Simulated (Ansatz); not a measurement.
A structure relaxed at PBE0-D4/def2-SVP in Ansatz, charge 0, singlet:

```xyz
8

Al   -0.4623    0.5390    0.0078
Al   -0.4111   -1.7169    1.5402
Al   -0.4468    0.4705    2.9245
Al   -1.5348   -1.7777   -0.7475
Ga    0.5582    1.3870   -2.5146
Ga   -1.5076    0.0333   -2.4052
Ga    2.0297    1.0266   -0.5545
Ga    1.7748    0.0382    1.7494
```

Question: Give its formula.

Answer: Al₄Ga₄.

Question: Summarise the bond lengths by kind (pairs closer than 1.2 times the sum of covalent radii, bridged metal pairs left out).

Answer: 7 × Al–Ga 2.46 to 2.88 Å; 4 × Al–Al 2.55 to 2.73 Å; 3 × Ga–Ga 2.47 to 2.52 Å.

The restricted singlet is unstable towards broken spin symmetry at other levels; at PBE0-D4/def2-SVP this wasn't settled. Another isomer (singlet) lies 1.05 eV lower at PBE0-D4/def2-TZVP; other spin states weren't run for this one.
